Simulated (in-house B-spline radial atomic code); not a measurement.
Results of a calculation; reference values are marked as such.
What the choice of pseudopotential does to G0W0 on PBE0: Sb

All numbers come from a B-spline radial code for spherical atoms, non-relativistic (model numbers for so heavy an element), configuration [Kr] 4d10 5s2 5p3, open shells at high spin. Semilocal Troullier-Martins pseudo-atoms, one channel per l, are made with PBE or LDA for several valence sets and radii, with or without a model core, and set against the all-electron atom. One channel fits only the lowest state of its l, so a second state of that l is approximate. All electrons give 5p up: PBE0 -6.588 eV, G0W0 -9.191 eV, 5s down: PBE0 -11.480 eV, G0W0 -14.215 eV. Potentials are made in the ion's own configuration unless the neutral atom is named, and a smooth local potential serves every l without a channel. Potentials that miss their own reference levels by more than 6 millihartree, or need radii over 3.5 bohr, are left out. Columns give pseudo minus all-electron, in eV; a dash marks a level in the core or of low weight.

```json
{"valence": "5s 5p", "made with": "PBE", "radii (bohr)": "s 1.58 p 1.91", "model core (bohr)": "none", "5p up PBE0": "+0.04", "5p up G0W0": "-0.05", "5s down PBE0": "+0.16", "5s down G0W0": "+0.29"}
{"valence": "5s 5p", "made with": "PBE", "radii (bohr)": "s 1.78 p 2.15", "model core (bohr)": "none", "5p up PBE0": "+0.04", "5p up G0W0": "0.00", "5s down PBE0": "+0.16", "5s down G0W0": "+0.30"}
{"valence": "5s 5p", "made with": "LDA", "radii (bohr)": "s 1.98 p 2.35", "model core (bohr)": "none", "5p up PBE0": "-0.11", "5p up G0W0": "-0.16", "5s down PBE0": "-0.05", "5s down G0W0": "+0.09"}
{"valence": "5s 5p", "made with": "PBE", "radii (bohr)": "s 2.57 p 3.11", "model core (bohr)": "none", "5p up PBE0": "+0.04", "5p up G0W0": "+0.10", "5s down PBE0": "+0.13", "5s down G0W0": "+0.40"}
{"valence": "4d 5s 5p", "made with": "LDA", "radii (bohr)": "s 1.78 p 2.11 d 0.76", "model core (bohr)": "none", "5p up PBE0": "-0.11", "5p up G0W0": "-0.28", "5s down PBE0": "+0.03", "5s down G0W0": "-0.33"}
{"valence": "4d 5s 5p", "made with": "LDA", "radii (bohr)": "s 1.98 p 2.35 d 0.84", "model core (bohr)": "none", "5p up PBE0": "-0.11", "5p up G0W0": "-0.29", "5s down PBE0": "+0.03", "5s down G0W0": "-0.31"}
{"valence": "4d 5s 5p", "made with": "LDA", "radii (bohr)": "s 2.27 p 2.70 d 0.97", "model core (bohr)": "none", "5p up PBE0": "-0.11", "5p up G0W0": "-0.29", "5s down PBE0": "+0.02", "5s down G0W0": "-0.33"}
{"valence": "4d 5s 5p", "made with": "PBE", "radii (bohr)": "s 2.57 p 3.11 d 1.09", "model core (bohr)": "none", "5p up PBE0": "-0.08", "5p up G0W0": "-0.27", "5s down PBE0": "+0.03", "5s down G0W0": "-0.34"}
{"valence": "4d 5s 5p", "made with": "PBE", "radii (bohr)": "s 1.98 p 2.39 d 0.84", "model core (bohr)": "0.66", "5p up PBE0": "-0.10", "5p up G0W0": "-0.27", "5s down PBE0": "+0.03", "5s down G0W0": "-0.31"}
{"valence": "4p 4d 5s 5p", "made with": "PBE", "radii (bohr)": "s 1.78 p 0.70 d 0.76", "model core (bohr)": "none", "5p up PBE0": "-0.05", "5p up G0W0": "-0.02", "5s down PBE0": "-0.49", "5s down G0W0": "-1.27"}
{"valence": "4p 4d 5s 5p", "made with": "PBE", "radii (bohr)": "s 2.27 p 0.90 d 0.97", "model core (bohr)": "none", "5p up PBE0": "+0.03", "5p up G0W0": "+0.09", "5s down PBE0": "-0.51", "5s down G0W0": "-1.30"}
{"valence": "4p 4d 5s 5p", "made with": "PBE", "radii (bohr)": "s 2.57 p 1.01 d 1.09", "model core (bohr)": "none", "5p up PBE0": "+0.01", "5p up G0W0": "+0.07", "5s down PBE0": "-0.59", "5s down G0W0": "-1.52"}
{"valence": "4p 4d 5s 5p", "made with": "PBE", "radii (bohr)": "s 1.78 p 0.70 d 0.76", "model core (bohr)": "0.53", "5p up PBE0": "-0.02", "5p up G0W0": "+0.02", "5s down PBE0": "-0.58", "5s down G0W0": "-1.36"}
{"valence": "4p 4d 5s 5p", "made with": "PBE", "radii (bohr)": "s 2.27 p 0.90 d 0.97", "model core (bohr)": "0.53", "5p up PBE0": "+0.05", "5p up G0W0": "+0.11", "5s down PBE0": "-0.57", "5s down G0W0": "-1.35"}
```

How does the G0W0 shift of 5p up, which all sets hold, depend on the valence set?

Mean size: 4p 4d 5s 5p: 0.06 eV; 5s 5p: 0.08 eV; 4d 5s 5p: 0.28 eV. A larger valence set can do worse when it takes only part of a shell, whose exchange with the frozen rest is then left to the functional. The means mix radii and the functional used in making the potentials.
